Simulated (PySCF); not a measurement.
## Radial density of Be (beryllium, neutral)

UHF, [He] 2s1 2p1, high-spin 3P determinant (an excited configuration). Calculation: PySCF 2.14, in x2c-QZVPPall (7s4p2d1f, 36 functions); the spin-free X2C one-electron Hamiltonian (Gaussian nucleus).

```csv
r (bohr),4πr²ρ (e/bohr),4πr²(ρα − ρβ)
0.00744,0.02319,0.0005
0.0125,0.06273,0.0013
0.0211,0.1652,0.0034
0.0354,0.4161,0.0086
0.0596,0.9706,0.0199
0.100,1.994,0.0401
0.169,3.322,0.0630
0.283,3.930,0.0624
0.477,2.685,0.0320
0.802,0.8666,0.1208
1.35,0.5573,0.5093
2.27,0.7300,0.7297
3.82,0.3116,0.3116
6.42,0.02556,0.0256
10.8,0.0001433,0.0001
```

Densities and radii are taken from the X2C orbitals without a picture-change correction, which distorts them close to the nucleus.
